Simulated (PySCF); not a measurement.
A mixed set of molecules. Method used: TDDFT wB97X-D/def2-SVPD, vertical, gas phase, core orbitals frozen in the response in PySCF 2.14.0, density-fitted response routines. Geometries: GFN2-xTB; one conformer of each isolated species. Triplets are in the Tamm–Dancoff approximation. 'Strongest' means the level of largest summed f among the lowest 8 singlets; it needn't be the same kind of state in each. Ions are computed without counter-ions or solvent.

Task: Rank by computed lowest singlet excitation energy, lowest first.
A. `CN` (CH5N)
B. `CC(=S)C1=CC=CS1` (C6H6S2)
C. `S=C=S` (CS2)
D. `N[NH3+]` ([N2H5]+)

Result: B (2.22 eV), C (3.86 eV), A (6.47 eV), D (7.67 eV).

| SMILES | S1 (eV) | LUMO (eV) | f (S1) | α (au) | f (strongest) | gap (eV) | S1 mainly |
| --- | --- | --- | --- | --- | --- | --- | --- |
| CC(=S)c1cccs1 | 2.22 | -1.08 | 0.000 | 115.1 | 0.35 | 7.09 | H→L (95%) |
| S=C=S | 3.86 | -0.44 | 0.000 | 54.2 | 1.11 | 9.25 | H-1/H→L/L+1 (99%) |
| CN | 6.47 | 2.54 | 0.010 | 24.6 | 0.09 | 11.32 | H→L (88%) |
| N[NH3+] | 7.67 | -3.62 | 0.006 | 17.5 | 0.06 | 12.65 | H→L (94%) |

H and L stand for HOMO and LUMO. A slash joins orbitals within 0.01 eV of each other, whose weights are summed (≥ marks a lower bound).

- `CC(=S)c1cccs1`: Löwdin shares by element: HOMO sulfur 76% or more, carbon 15% or more; LUMO carbon 45% or more, sulfur 28% or more (atoms not listed hold the other 27%).
- `S=C=S`: Löwdin shares by element: HOMO (one of a set within 0.03 eV) sulfur 78%, carbon 22%; LUMO (one of a set within 0.03 eV) sulfur 65%, carbon 35%.
- `CN`: Löwdin shares by element: HOMO nitrogen 65%, carbon 14%, hydrogen 13% or more; LUMO carbon 43%, hydrogen 20% or more, nitrogen 12% (atoms not listed hold the other 25%).
- `N[NH3+]`: Löwdin shares by element: HOMO nitrogen 84%, hydrogen 11% or more; LUMO hydrogen 52% or more, nitrogen 29% or more (atoms not listed hold the other 19%).
